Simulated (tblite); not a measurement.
Compound: C3H7F2Si (doublet state).
Structure used (GFN2-xTB), in Å, numbered top down from 1:
```
atom  x, y, z in Å
F1    -1.106    1.783   -0.454
C2    -1.759    0.540   -0.327
C3    -0.911   -0.482    0.307
F4    -1.060   -0.591    1.660
C5     0.345   -0.978   -0.233
Si6    1.824    0.257    0.096
H7    -2.027    0.263   -1.352
H8    -2.653    0.736    0.271
H9     0.253   -1.131   -1.306
H10    0.606   -1.923    0.241
H11    3.034   -0.472   -0.292
H12    1.823    0.562    1.523
H13    1.626    1.436   -0.736
```

Computed values, GFN2-xTB/tblite, gas phase, harmonic and unscaled. Errors from tens to a few hundred cm⁻¹ against measured bands are possible. Modes of hydrogen on silicon can be 10 to 20 % off. One conformer, not necessarily the lowest. Open shells enter through the occupations alone, without spin polarisation, and single modes of such species can be off by tens of per cent.

Harmonic wavenumbers (cm⁻¹): 48.2, 72.8, 112.0, 139.8, 226.3, 324.1, 401.0, 501.0, 509.9, 532.4, 641.3, 750.7, 761.6, 779.8, 793.8, 823.3, 836.2, 929.6, 1061.5, 1163.6, 1178.1, 1267.3, 1291.1, 1310.2, 1412.3, 1436.5, 2260.0, 2314.5, 2335.8, 2939.2, 2976.4, 2982.7, 3009.1.

A = 3370, B = 2025, C = 1528 MHz; mass 109.029 u (most abundant isotopes); point group C1, symmetry number 1; spin multiplicity 2.

Problem. What is the zero-point energy?

Solution. Half the sum of the wavenumbers: 19061 cm⁻¹ = 54.50 kcal/mol.

Problem. Entropy at 200 K, 1 bar (ideal gas, RRHO, classical rotation)?

Solution. Translation 38.02, rotation 26.63, vibration 15.44, spin (R ln 2) 1.38: S = 81.5 cal/(mol K).

Problem. And Cp and H(200 K) − H(0)?

Solution. Cp = 23.66 cal/(mol K), of which vibrations give 15.71 (their classical limit is 33 R = 65.6); H(200 K) − H(0) = 3.22 kcal/mol without the zero-point energy, 1.63 from vibrations.

Problem. How do the functions run with temperature in this model?

Solution. 
| T (K) | S (cal/(mol K)) | Cp (cal/(mol K)) | H − H(0) (kcal/mol) | G − H(0) (kcal/mol) | ln q(vib) |
| --- | --- | --- | --- | --- | --- |
| 50 | 57.9 | 12.7 | 0.49 | -2.40 | 0.48 |
| 100 | 67.9 | 16.5 | 1.23 | -5.56 | 1.55 |
| 298.15 | 92.3 | 31.1 | 5.92 | -21.61 | 5.65 |
| 373.15 | 99.9 | 36.2 | 8.45 | -28.82 | 7.15 |
| 500 | 111.5 | 43.2 | 13.51 | -42.24 | 9.62 |
| 750 | 131.0 | 52.6 | 25.58 | -72.64 | 14.22 |
| 1000 | 146.9 | 58.5 | 39.51 | -107.44 | 18.40 |

q(vib) and H(0) count from the zero-point level.

Problem. Blend soft modes into free rotors: weight 1/[1 + (100 cm⁻¹/ν̃)⁴] for the oscillator and the rest for a rotor with moment μB/(μ + B), μ = h/(8π²ν), B = 10⁻⁴⁴ kg m². What vibrational entropy results?

Solution. 14.16 cal/(mol K) in place of 15.44, which changes −T·S at 200 K by +0.26 kcal/mol.

Hindered rotation and anharmonicity are outside this model. Other conformers, if any are populated, would add a mixing term that is left out. The structure is chiral; the term R ln 2 for an equal mix with its mirror image is left out.
